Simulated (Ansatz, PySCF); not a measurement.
Gas-phase reaction in SMILES: [TeH][TeH] -> [Te-][TeH] + H+
Structures are relaxed separately at B3LYP-D3(BJ)/def2-TZVP in Ansatz (a program for electronic structure), one conformer each, not searched for the lowest.
Geometry of the first species:
```xyz
4

Te    -0.0136     0.0157    -1.3655
Te    -0.0251     0.0059     1.3654
H      1.5837     0.4689    -1.5191
H      0.4290    -1.5908     1.5235
```
Charge 0, spin multiplicity 1.

Wanted: gas-phase deprotonation energy (0 K, with B3LYP-D3(BJ) harmonic zero-point energies from PySCF), in eV. Cores are frozen in the correlated levels unless marked. Spin-orbit coupling is left out. Frozen are the shells of the preceding noble gas and the d and f shells that filled before the atom's block. In def2 rows, elements after Kr have scalar-relativistic effective core potentials. Anions need diffuse functions: def2-D sets add few; the other sets have none. CBS(X,Y): correlation extrapolated as X^-3; Hartree-Fock from the larger set.

```tsv
level	program	gas-phase deprotonation energy (eV)
r2SCAN-D3(BJ)/def2-TZVPD	Ansatz + dftd3	14.09
HSE06-D3(BJ)/def2-TZVPD	Ansatz + dftd3	14.08
MP2/def2-SVP	Ansatz	14.26
SCS-MP2/def2-QZVPP	Ansatz	14.09
SCS-MP2/def2-QZVPPD	Ansatz	14.06
```

Q: Estimate the value at CCSD(T)/CBS(def2-TZVPPD,def2-QZVPPD) as computed with Ansatz.

A: 13.98 eV, so SCS-MP2/def2-QZVPPD differs from it by 0.08 eV.
